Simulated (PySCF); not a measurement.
C5H7FNO (doublet state).
Z-matrix (Å and degrees, GFN2-xTB geometry), rows numbered from 1:
```
F 
C   1  1.3812
O   2  1.3600  1  112.01
C   3  1.4272  2  115.62  1    69.77
C   4  1.5097  3  110.10  2   164.16
N   5  1.3135  4  113.23  3   125.18
C   6  1.3141  5  109.75  4    -1.35
C   7  1.4970  6  113.65  5    -1.50
H   2  1.1042  1  105.21  3   123.59
H   2  1.0953  1  106.62  3  -117.77
H   4  1.1035  3  108.31  2    43.11
H   5  1.0720  4  124.44  3   -53.92
H   7  1.0737  6  121.41  5   179.58
H   8  1.0931  4  110.53  3    -4.45
H   8  1.0909  4  113.54  3   116.63
```

The hyperfine couplings belong to this conformer and change with its torsions.

Identity: `[C@@H]1(C=N[CH]C1)OCF` [radical].

Level of theory: UKS B3LYP, pcH-1 on C F H N O, non-relativistic, mean-field spin-orbit, GIAO in PySCF. The structure is a single GFN2-xTB conformer in the gas phase; no vibrational or solvent corrections. Couplings are sensitive to structure, and on GFN2-xTB geometries they can be far from those on DFT ones. No stability test was run, so a lower SCF solution isn't excluded.

**Question.** Break the g tensor into its mass correction, gauge correction and orbital-Zeeman/spin–orbit terms.

**Answer.** 
| Δg (ppm) | 1 | 2 | 3 |
| --- | --- | --- | --- |
| relativistic mass correction | -141 | -141 | -141 |
| gauge correction | 11 | 26 | 30 |
| orbital Zeeman/spin–orbit | -147 | 109 | 275 |
| total | -277 | -7 | 164 |

So g = 2.00204, 2.00231, 2.00248 and g_iso = 2.00228; the tensor is rhombic: the two nearest values differ by 39 % of g3 − g1. Axes: g3 points within 12° of the C4–C5 bond.

**Question.** What are the electron Larmor frequencies g μB B/h along the three axes at 350 mT?

**Answer.** 9.8074, 9.8087, 9.8095 GHz for g1, g2 and g3, a range of 2.2 MHz.

**Question.** How much does each term add to the isotropic shift?

**Answer.** The mass correction -141, the orbital-Zeeman/spin–orbit term 79 and the gauge correction 22 ppm, for a total of -40 ppm. The mass correction is the largest in size. The mass correction is the same along every axis, so the anisotropy comes from the other two: their spans along these axes are 18 (gauge) and 423 ppm (orbital Zeeman/spin–orbit).

**Question.** In a frozen sample, at which fields do the three g values resonate at 9.5, 34, 94 and 263 GHz (hyperfine left aside), and which band first spreads them over more than twice a line width of 0.5 mT?

**Answer.** 
```
band    GHz  B(g3) mT  B(g2) mT  B(g1) mT  spread mT
   X    9.5    338.96    338.98    339.03       0.07
   Q   34.0   1213.11   1213.21   1213.37       0.27
   W   94.0   3353.88   3354.16   3354.62       0.74
   J  263.0   9383.73   9384.53   9385.79       2.07
```

The spread grows in proportion to the frequency. J band is the first where it exceeds 1.0 mT.

The Mulliken spin populations are largest on C5 (+0.65), C7 (+0.62) and N6 (-0.20). The positive populations add up to 1.34 and the negative ones to -0.34, together 2S = 1. The angles at C5 add up to 360.0°, so it is planar; its axial dipolar tensor and the negative coupling of its proton fit spin in a p orbital normal to that plane.

The HOMO–LUMO gaps are 5.49 eV among the α and 5.12 eV among the β orbitals.

On an AMD EPYC with one thread, shared host with 64 logical CPUs at a one-minute load of 60, this took 78 s of wall time (with the writing of density and orbital grids) and 0.96 GiB of memory at its peak.
